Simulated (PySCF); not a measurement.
# Orbital energies and ionisation energy

Vinyl propionate, C5H8O2.
Structure used (PBE0-D3(BJ)/def2-SVP), in Å, numbered top down from 1:
```
atom  x, y, z in Å
C1    -3.529   -0.074   -0.127
C2    -2.311   -0.396   -0.552
O3    -1.202    0.011    0.137
C4     0.021   -0.335   -0.339
O5     0.184   -0.982   -1.335
C6     1.104    0.208    0.549
C7     2.492   -0.212    0.112
H8    -3.676    0.520    0.778
H9    -4.401   -0.407   -0.690
H10   -2.094   -0.986   -1.446
H11    0.990    1.306    0.559
H12    0.875   -0.111    1.579
H13    2.604   -1.305    0.147
H14    2.691    0.101   -0.923
H15    3.257    0.234    0.763
```

Level: B3LYP/def2-SVPD (PySCF). Frontier orbitals with their largest atomic shares (Löwdin; up to four atoms above 4 %):

```csv
orbital,ε (eV),main atoms
HOMO−3,-10.01,"O3 34 %, C2 15 %, O5 9 %, H10 8 %"
HOMO−2,-9.78,"C6 20 %, O5 20 %, C7 18 %, H11 8 %"
HOMO−1,-8.12,"O5 65 %, C6 9 %, C4 9 %, O3 9 %"
HOMO,-7.17,?
LUMO,-0.77,"C4 26 %, O5 19 %, C1 17 %, C2 14 %"
LUMO+1,0.32,"C6 16 %, C7 16 %, C4 15 %, H11 9 %"
LUMO+2,0.49,"C2 24 %, C1 17 %, O3 14 %, O5 12 %"
```

Question: What vertical ionisation energy does ΔSCF give, and how far is −ε(HOMO) from it?

Answer: ΔSCF: 9.55 eV (921 kJ/mol; threshold wavelength 130 nm); ⟨S²⟩ of the doublet left behind is 0.756, against 0.75 for a pure doublet. −ε(HOMO) is 7.17 eV, 2.38 eV below it. In exact Kohn–Sham theory the two would be equal; B3LYP (global hybrid, 20 % exact exchange) falls short of its own ΔSCF value by 25 %.

Question: On which atoms does the HOMO lie?

Answer: C1 (terminal =CH2 carbon) 37 %, C2 (vinylic carbon bearing oxygen) 27 %, O3 (ester single-bonded oxygen) 19 %, O5 (ester carbonyl oxygen) 5 %, so no atom holds as much as 40 %. The HOMO−1 lies 0.95 eV lower.

Question: How many of the 10 lowest singlet excitations (vertical TDDFT, same level) lie below the ionisation energy?

Answer: All 10; they run from 5.72 to 7.93 eV.

Question: What kinetic energy would electrons from this vertical process carry with Lyman-α light (10.199 eV)?

Answer: 10.20 − 9.55 = 0.65 eV.

Question: With α = 72.1 au, estimate the like-pair dispersion coefficient by London's formula C6 = (3/4)α²I.

Answer: I = 0.3509 Eh, so C6 ≈ 1370 au, a rough estimate.

Question: Shift the occupied levels rigidly so that −ε(HOMO) equals the ΔSCF value. What binding energies result?

Answer: The shift is +2.38 eV: HOMO 9.55, HOMO−1 10.50, HOMO−2 12.16, HOMO−3 12.39 eV. A rigid shift is only a rough guide to the deeper ionisations.

Isolated species at its PBE0-D3(BJ)/def2-SVP geometry (one conformer only).
